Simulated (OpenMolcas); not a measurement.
# Gd2+: moving or changing the point charges

Gd2+ among 6 point charges of -0.5 e arranged as a trigonal prism (D3h), 2.47 Å from the ion.
```
   1.8670    0.0000    1.6172  -0.50
  -0.9335    1.6168    1.6172  -0.50
  -0.9335   -1.6168    1.6172  -0.50
   1.8670    0.0000   -1.6172  -0.50
  -0.9335    1.6168   -1.6172  -0.50
  -0.9335   -1.6168   -1.6172  -0.50
```

* Program: OpenMolcas
* Method: CASSCF
* Basis: ANO-RCC-VDZP [7s6p4d2f1g]
* Scalar Hamiltonian: DKH2, point nucleus
* Active space: 8 electrons in 7 orbitals (4f)
* State averaging: 2S+1 = 7 even, 7 roots; 2S+1 = 5 even, 77 roots kept (CI in the orbitals of an earlier block); 2S+1 = 3 even, 26 roots kept (CI in the orbitals of an earlier block)
* Spin-orbit coupling: RASSI with atomic mean-field integrals over the reference wave functions

Runs around this geometry, states (labels of D3, the rotations of D3h). Energies in cm-1 above the lowest state or level, χT in cm3 K/mol.

```tsv
R (Å)	q (e)	Ground state	First state of that spin	First gap with spin-orbit (degeneracies)	Width of lowest J	χT at 300 K
2.47	-0.25	7A2	7A1 3.5	86.7 (2, 2)	212	11.801
2.47	-0.5	7A1	7A2 1.5	162.9 (2, 2)	430	11.740
2.67	-0.5	2S+1 = 7	7E 282.3	127.7 (2, 2)	338	11.772
2.84	-0.5	2S+1 = 7	7E 227.5	104.8 (2, 2)	279	11.788
```

Taking the width of the lowest J multiplet as R^-n, n = -ln(279 / 430) / ln(2.84 / 2.47) = 3.1 between the shortest and longest distance.

Scaling the charges by -0.25 / -0.5 = 0.50 scales the width of the lowest J multiplet by 212 / 430 = 0.49; with fixed orbitals a first-order splitting would follow the charge.

The ground state changes within this set.

High states are left out of the spin-orbit mixing, which shifts the levels that they would mix with. The free ion's ground configuration, as NIST lists it, lies outside this active space, so the lowest level here need not be the ground level. Point charges carry no covalency, so the field is a model and not that of real ligands. An unlabelled pair can be two single states that coincide in this model. A group larger than the point group allows holds several states that coincide in this model. No measured value stands beside these numbers.

A state without a sure symmetry label is named by its multiplicity alone.
